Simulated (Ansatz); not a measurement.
Relaxation of a periodic cell of 17 atoms, CuSi16 (host Si, host structure diamond, interstitial Cu), cell charge +1, to a largest force component of 0.03 eV/Å in at most 60 steps.

Computed with Ansatz, DFT PBE, scalar-relativistic, plane waves, PAW. Settings: PAW set soft_1, cutoff 420 eV, k mesh 2x2x2, gaussian smearing 0.05 eV, no spin polarisation.

```xyz
17
Lattice="0.0000 5.4300 5.4300 5.4300 0.0000 5.4300 5.4300 5.4300 0.0000" Properties=species:S:1:pos:R:3
Si 0.000 0.000 0.000
Si 1.357 1.357 1.357
Si 2.715 2.715 0.000
Si 4.072 4.072 1.357
Si 2.715 0.000 2.715
Si 4.072 1.357 4.072
Si 5.430 2.715 2.715
Si 6.787 4.072 4.072
Si 0.000 2.715 2.715
Si 1.357 4.072 4.072
Si 2.715 5.430 2.715
Si 4.072 6.787 4.072
Si 2.715 2.715 5.430
Si 4.072 4.072 6.787
Si 5.430 5.430 5.430
Si 6.787 6.787 6.787
Cu 6.745 4.022 6.748
```

**Question.** Where does it end, and by what steps?

**Answer.** The run converged. The force dipped under the threshold on the way, but the program's further checks kept it going. Limits of this set-up: coarse k mesh, a small cell, in which the defect meets its images, charged cell in a uniform background, uncorrected. After 12 steps the energy has fallen by 0.150 eV; Cu17 moved furthest, 0.42 Å.

| step | energy less start (eV) | largest force component (eV/Å) | accepted |
| --- | --- | --- | --- |
| 0 | 0.0000 | 0.656 | yes |
| 1 | -0.1020 | 0.219 | yes |
| 2 | -0.1121 | 0.035 | yes |
| 3 | -0.1165 | 0.053 | yes |
| 4 | -0.1254 | 0.166 | yes |
| 5 | -0.1313 | 0.091 | yes |
| 6 | -0.1444 | 0.055 | yes |
| 7 | -0.1488 | 0.046 | yes |
| 8 | -0.1479 | 0.100 | no |
| 9 | -0.1496 | 0.033 | yes |
| 10 | -0.1471 | 0.071 | no |
| 11 | -0.1499 | 0.011 | yes |
| 12 | -0.1500 | 0.006 | yes |

```xyz
17
Lattice="0.0000 5.4300 5.4300 5.4300 0.0000 5.4300 5.4300 5.4300 0.0000" Properties=species:S:1:pos:R:3
Si 0.062 0.038 0.032
Si 1.397 1.346 1.429
Si 2.807 2.700 -0.041
Si 4.138 4.058 1.331
Si 2.831 0.116 2.797
Si 4.167 1.452 4.155
Si 5.492 2.777 2.742
Si 6.859 4.143 4.054
Si -0.070 2.645 2.832
Si 1.325 4.040 4.109
Si 2.616 5.331 2.596
Si 3.931 6.645 4.004
Si 2.753 2.777 5.462
Si 4.062 4.111 6.860
Si 5.415 5.520 5.390
Si 6.773 6.852 6.761
Cu 6.488 3.771 6.535
```

The run took 82 s on 1 thread of Arm Neoverse V1, with other jobs on the host, peak memory 0.56 GiB.
